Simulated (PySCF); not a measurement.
## Exact simulation of a proton spin system

Molecule: SMILES BrC1=C[C@H]1F, C₃H₂BrF.

Cartesian coordinates in Å; atom numbers follow the order of the lines, from 1:
```xyz
7

F     0.332   -1.574    0.934
C    -0.375   -0.605    0.277
C     0.226    0.040   -0.914
C     0.175    0.744    0.186
Br    0.575    2.301    1.072
H    -1.449   -0.822    0.371
H     0.520   -0.075   -1.954
```

Level of theory: shielding tensors at PBE0/pcSseg-1 (GIAO), couplings computed with B3LYP/pcJ-1 (pcSseg-1 on Br), geometry from PBE0-D3(BJ)/def2-SVP, in PySCF (gas phase, one conformer, non-relativistic Hamiltonian).

Chemical shifts δ = σref − σ; TMS for ¹H (31.27 ppm), all at this level.

Shifts (ppm): F1 -161.0, H6 4.92, H7 7.71.
Couplings (Hz): F1–H6: 110.5; F1–H7: -2.7; H6–H7: -1.5.

The 3-spin Hamiltonian (Zeeman plus full scalar coupling among like nuclei) was diagonalised exactly; lines are Lorentzian, 1.0 Hz wide, and the maxima above 3 % are listed with the tallest set to 100.

(1) Give the ¹H peak list of this spin system at 200 MHz.

(2) And at 400 MHz?

(3) Among coupled protons with different shifts, which pair is furthest from first order, and how does the field change that?

Answers

(1) 
δ in ppm (height): 7.721 (89), 7.713 (100), 7.707 (100), 7.700 (90), 5.200 (86), 5.192 (86), 4.647 (86), 4.640 (86)

(2) 
```json
{"Hz": "3086.1", "ppm": "7.715", "height": "89"}
{"Hz": "3084.6", "ppm": "7.712", "height": "100"}
{"Hz": "3083.4", "ppm": "7.708", "height": "100"}
{"Hz": "3081.9", "ppm": "7.705", "height": "90"}
{"Hz": "2024.0", "ppm": "5.060", "height": "86"}
{"Hz": "2022.5", "ppm": "5.056", "height": "86"}
{"Hz": "1913.5", "ppm": "4.784", "height": "86"}
{"Hz": "1912.0", "ppm": "4.780", "height": "86"}
```

(3) H6 and H7: Δν/J is about 372.0 at 200 MHz (close to first order) and 744.0 at 400 MHz (close to first order). J in Hz doesn't depend on the field, while Δν in Hz grows in proportion to it.

Relativistic effects, spin–orbit coupling among them, are left out; they matter for Br and for the light atoms bonded to it. Unscaled 3J(H,H) at this level run about 10 % above measured values.
